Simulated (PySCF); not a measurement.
ClF₂HOSi.

```xyz
6

O      1.6355    -0.4749    -0.5433
Si     0.1139    -0.3253     0.0010
F     -0.0355    -0.8559     1.5037
F     -0.8112    -1.2380    -0.9229
Cl    -0.5510     1.5918    -0.0387
H      2.3088     0.1390    -0.2372
```
Charge 0, spin multiplicity 1.

Geometry: PBE0-D3(BJ)/def2-SVP. Other conformers were not sampled.

All values below come from PySCF with PBE0/pcSseg-1. Non-relativistic, no solvent.

Computed absolute GIAO shielding of each atom: isotropic value and principal components (ppm):
```
atom  σ(iso)    σ11    σ22     σ33   span
----  ------  -----  -----  ------  -----
O1     270.0  238.1  254.1   317.7   79.6
Si2    415.0  400.7  409.3   435.2   34.5
F3     299.5  250.7  260.0   387.9  137.2
F4     317.1  271.1  278.9   401.3  130.2
Cl5    911.5  828.8  833.9  1071.9  243.1
H6      28.7   21.0   23.4    41.6   20.5
```
